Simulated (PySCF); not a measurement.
Computed Raman spectrum (relative Raman activity) of a molecule CH8OSi2. The structure is a stationary point at B3LYP-D3(BJ)/def2-SVP. Other conformers were not sampled. Calculation: B3LYP-D3(BJ)/def2-SVP in PySCF. Frequencies are harmonic and unscaled.

Lines under 2 % of the strongest are left out, and lines within 2 cm⁻¹ are merged.

ν (cm⁻¹): 562 (w), 713 (w), 734 (vw), 738 (w), 779 (vw), 865 (vw), 921 (w), 939 (w), 948 (w), 956 (w), 963 (w), 997 (w), 1131 (vw), 1265 (vw), 1295 (vw), 1461 (w), 2200 (m), 2208 (m), 2213 (vs), 2230 (s), 2238 (m), 2264 (s), 2984 (m), 3054 (s) (against the strongest line: vs over 80 %, s over 45 %, m over 15 %, w over 4 %, vw less)

Which molecule gave these data?
A) C[SiH2][SiH2]O
B) CO[SiH2][SiH3]
C) OC[SiH2][SiH3]
D) [SiH3]CO[SiH3]

D, [SiH3]CO[SiH3]
